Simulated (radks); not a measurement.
Neutral platinum: order these configurations by energy. All-electron calculation, non-relativistic Kohn-Sham, PBE, spin-polarised, spherical densities, point nucleus. Program: a radial shooting solver on a logarithmic mesh with Libxc functionals. Open shells are filled with parallel spins first. [Xe] 4f13 5d10 6p1; [Xe] 4f13 5d10 6s1; [Xe] 4f14 5d10; [Xe] 4f14 5d8 6s1 6p1; [Xe] 4f14 5d8 6s2; [Xe] 4f14 5d9 6p1; [Xe] 4f14 5d9 6s1.

Answer. From the lowest, in eV above it: [Xe] 4f14 5d10 0.000; [Xe] 4f14 5d9 6s1 1.914; [Xe] 4f14 5d9 6p1 5.382; [Xe] 4f14 5d8 6s2 5.679; [Xe] 4f14 5d8 6s1 6p1 8.675; [Xe] 4f13 5d10 6s1 82.095; [Xe] 4f13 5d10 6p1 85.526.
